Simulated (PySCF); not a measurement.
Vertical excitations of a molecule C₄H₃ClF₂ from TDDFT-PBE/def2-SVPD run with PySCF, as energy in eV (oscillator strength): 4.98 (0.000), 5.04 (0.237), 5.28 (0.172), 5.69 (0.000), 6.15 (0.000), 6.30 (0.006), 6.74 (0.004), 6.80 (0.014), 6.98 (0.061), 7.15 (0.000). Lowest triplet (TDA): 3.01 eV. Geometry: B3LYP-D3(BJ)/def2-SVP. Other conformers were not sampled.

### Question
Identify the compound among the candidates.
A. F/C=C\C(Cl)=C/F
B. FC=C=C(F)CCl
C. FC(F)=C/C=C\Cl
D. C=C(F)/C(Cl)=C\F

### Answer
D, C=C(F)/C(Cl)=C\F
